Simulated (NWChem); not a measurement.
hexafluoroethane (C2F6); SMILES FC(C(F)(F)F)(F)F

```xyz
8

F      0.8980    -0.8632     1.2185
C      0.0000     0.0000     0.7710
F      0.2986     1.2093     1.2185
F     -1.1966    -0.3461     1.2185
C      0.0000     0.0000    -0.7710
F      1.1946     0.3530    -1.2185
F     -0.2916    -1.2110    -1.2185
F     -0.9030     0.8581    -1.2185
```
Atoms are numbered in this order, from 1.

Level: PBE0/def2-SVP (NWChem), optimised geometry, unscaled harmonic frequencies. 

```csv
frequency (cm⁻¹),IR intensity (km/mol)
56,0.0
213,3.2
213,3.2
354,0.0
385,0.0
385,0.0
532,5.4
532,5.4
631,0.0
631,0.0
730,41.3
835,0.0
1165,313.0
1300,0.0
1300,0.0
1312,592.1
1312,592.1
1479,0.0
```

```
Property                                                                            Value
-----------------------------------------------------------------------  ----------------
zero-point energy                                                           19.1 kcal/mol
thermal correction to the enthalpy at 298.15 K (with zero-point energy)     23.9 kcal/mol
heat capacity Cv                                                         22.7 cal/(mol K)
entropy at 298.15 K and 1 atm (symmetry number 6)                        79.4 cal/(mol K)
dipole moment                                                                      0.00 D
```

Rigid rotor and harmonic oscillator; modes under 100 cm⁻¹ make the entropy uncertain.
